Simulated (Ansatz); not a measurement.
Coupled-cluster diagnostics for Si3O3⁻ (the lowest doublet isomer of a short search), Ansatz.

Geometry of the doublet (r2SCAN-D4/def2-SVPD):

```xyz
6

Si   -0.022    0.462    1.036
Si   -0.127   -1.535   -1.167
Si    0.324    1.541   -1.054
O    -0.216   -1.163    0.475
O    -0.118    0.731    2.574
O     0.160   -0.035   -1.864
```

Correlated methods freeze 18 core orbitals. The structure comes from a short search, and lower isomers may exist.

Estimate the CCSD(T) correlation energy, the shares of MP2 and (T), T1 and the reference's ⟨S²⟩ for: charge -1, doublet, own geometry in def2-SVPD; and the rough time on 4 threads of Intel Xeon on a shared host.


```csv
state,basis,correlation (eV),MP2 share (%),(T) share (%),T1,⟨S²⟩ (pure),wall time
"charge -1, doublet, own geometry",def2-SVPD,-24.445,93.6,4.2,0.026,0.77 (0.75),34 s
```
Customary marks for T1 are 0.02 (closed shells), 0.045 (open shells) and about 0.05 (3d metals). T1 exceeds 0.02 in 1 of 1 rows and 0.045 in 0; the higher it lies, the less the single-reference result can be trusted.
